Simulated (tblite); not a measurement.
Species: C4H8OSSi (charge +1 and doublet state).
Cartesian coordinates in Å at the GFN2-xTB level; atoms count from 1:
```
atom  x, y, z in Å
C1     2.358   -0.251   -0.165
C2     1.112   -0.056    0.198
C3     0.328    1.138    0.553
Si4   -1.393    0.998   -0.307
C5    -1.635   -0.887    0.110
S6     0.025   -1.578    0.230
O7     0.312   -2.322   -0.968
H8     3.050    0.569   -0.288
H9     2.749   -1.231   -0.388
H10    0.882    2.030    0.259
H11    0.204    1.194    1.638
H12   -1.271    1.138   -1.754
H13   -2.425    1.734    0.409
H14   -2.185   -1.463   -0.627
H15   -2.116   -1.007    1.078
```

Computed with GFN2-xTB (tblite): harmonic, unscaled wavenumbers at the GFN2-xTB geometry, gas phase. This tight-binding method is rough: wavenumbers can miss measured ones by several per cent, in bad cases by 10 to 20. Modes of hydrogen on silicon can be 10 to 20 % off. One conformer, not necessarily the lowest. Open shells enter through the occupations alone, without spin polarisation, and single modes of such species can be off by tens of per cent.

Harmonic wavenumbers (cm⁻¹): 43.6, 97.1, 199.6, 260.5, 297.5, 316.2, 364.9, 446.1, 452.2, 474.7, 497.6, 569.7, 601.8, 631.7, 676.8, 709.6, 715.2, 739.6, 758.7, 906.8, 908.7, 955.7, 1019.0, 1072.7, 1092.3, 1166.5, 1179.8, 1346.2, 1383.0, 1393.1, 1692.1, 2329.2, 2350.9, 2954.5, 3002.1, 3021.8, 3043.5, 3070.1, 3107.1.

A = 2572, B = 1819, C = 1211 MHz; mass 132.007 u (most abundant isotopes); point group C1, symmetry number 1; spin multiplicity 2.

Q: Zero-point energy?

A: Half the sum of the wavenumbers: 22924 cm⁻¹ = 65.54 kcal/mol.

Q: What is S at 350 K and 1 bar for an ideal gas of classical rigid rotors and harmonic oscillators?

A: Translation 41.37, rotation 28.91, vibration 27.61, spin (R ln 2) 1.38: S = 99.3 cal/(mol K).

Q: And Cp and H(350 K) − H(0)?

A: Cp = 40.36 cal/(mol K), of which vibrations give 32.41 (their classical limit is 39 R = 77.5); H(350 K) − H(0) = 8.17 kcal/mol without the zero-point energy, 5.39 from vibrations.

Q: Which modes carry the vibrational entropy at 350 K?

A: 43.6 cm⁻¹: 5.41; 97.1 cm⁻¹: 3.83; 199.6 cm⁻¹: 2.44; 260.5 cm⁻¹: 1.94; 297.5 cm⁻¹: 1.71; 316.2 cm⁻¹: 1.60 cal/(mol K); the other 33 give 10.70 together.

Q: Blend soft modes into free rotors: weight 1/[1 + (100 cm⁻¹/ν̃)⁴] for the oscillator and the rest for a rotor with moment μB/(μ + B), μ = h/(8π²ν), B = 10⁻⁴⁴ kg m². What vibrational entropy results?

A: 25.70 cal/(mol K) in place of 27.61, which changes −T·S at 350 K by +0.67 kcal/mol.

Q: How do the functions run with temperature in this model?

A: 
```csv
T (K),S (cal/(mol K)),Cp (cal/(mol K)),H − H(0) (kcal/mol),G − H(0) (kcal/mol),ln q(vib)
150,74.3,20.3,2.00,-9.15,2.02
250,87.3,31.2,4.58,-17.24,3.98
298.15,93.2,35.9,6.20,-21.58,5.01
400,104.9,44.2,10.29,-31.67,7.26
600,125.1,55.2,20.32,-54.74,11.69
900,149.5,65.2,38.51,-96.08,17.89
```

q(vib) and H(0) count from the zero-point level.

Hindered rotation and anharmonicity are outside this model. Other conformers, if any are populated, would add a mixing term that is left out. The structure is chiral; the term R ln 2 for an equal mix with its mirror image is left out.

Hardware: an Arm Neoverse N1 with one thread, shared host. Cost: 0.85 s wall. The figure is for the frequency step alone.
